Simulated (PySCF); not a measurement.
Al(OMe)(PH2)2 (CH7AlOP2), SMILES C[O][Al]([PH2])[PH2]. Coordinates come from a PBE0-D3(BJ)/def2-SVP optimisation. One conformer was computed; it need not be the lowest.

Computed equilibrium geometry at PBE0-D3(BJ)/def2-SVP (PySCF confirms it by a frequency run) as bond lengths and angles (one conformer of several):
Atoms: Al1 O2 C3 H4 H5 H6 P7 H8 H9 P10 H11 H12. Bonds (Å): Al1–O2 1.697, Al1–P7 2.324, Al1–P10 2.336, O2–C3 1.387, C3–H4 1.107, C3–H5 1.104, C3–H6 1.104, P7–H8 1.430, P7–H9 1.430, P10–H11 1.430, P10–H12 1.431. Angles (°): O2–Al1–P7 115.8, O2–Al1–P10 119.8, P7–Al1–P10 124.0, Al1–O2–C3 141.1, O2–C3–H4 112.9, O2–C3–H5 110.7, O2–C3–H6 110.6, H4–C3–H5 107.5, H4–C3–H6 107.6, H5–C3–H6 107.3, Al1–P7–H8 92.2, Al1–P7–H9 93.1, H8–P7–H9 94.2, Al1–P10–H11 92.5, Al1–P10–H12 92.6, H11–P10–H12 94.0.
